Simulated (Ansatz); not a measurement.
Species: C4H4, SMILES `C(#C)C=C` (charge 0, multiplicity 1), formula C4H4.

Task: How many basis functions does Ansatz (a quantum-chemistry and plane-wave program) with frozen-core CCSD(T)/cc-pVTZ // PBE-D3(BJ)/def2-TZVP use, how many core orbitals are frozen, and how many electrons are correlated?

Result: 176 basis functions and 4 frozen orbitals, which leaves 20 correlated electrons. Core time is of the order of minutes.
